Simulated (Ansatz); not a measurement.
Consider the ligand exchange at a Ge–N bond: `[GeH3][NH][GeH3]` + `N[SiH](F)Cl` → `F[SiH](Cl)[NH][GeH3]` + `[NH2][GeH3]`.

Calculated with Ansatz (gas phase, PBE0-D4/def2-TZVP geometries, no zero-point term in ΔE). CCSD(T)/CBS adds triple-zeta CCSD(T) − MP2 to the extrapolated MP2 energy (def2 sets, frozen cores). DFT in def2-TZVPP. For Ge outer-core shells are correlated without core-valence functions, which leaves a few kJ/mol of doubt a bond. Scalar relativity is left out up to krypton. Each species was taken in one conformer, which may not be the lowest.

```tsv
level	ΔE (eV)
ωB97X-V	-0.04
B2PLYP	-0.04
r2SCAN	-0.04
MP2/def2-TZVPP	-0.03
HF/def2-QZVPP	-0.04
MP2/def2-QZVPP	-0.03
SCS-MP2/def2-QZVPP	-0.03
CCSD/CBS(def2)	-0.04
```

Problem. What does CCSD(T)/CBS give? (An estimate is asked.)

Solution. Computed: -0.04 eV. The listed levels differ from it by 0.00, 0.00, 0.00, 0.01, 0.00, 0.01, 0.01, 0.00 eV.

Largest T1 diagnostic among the species: 0.011.
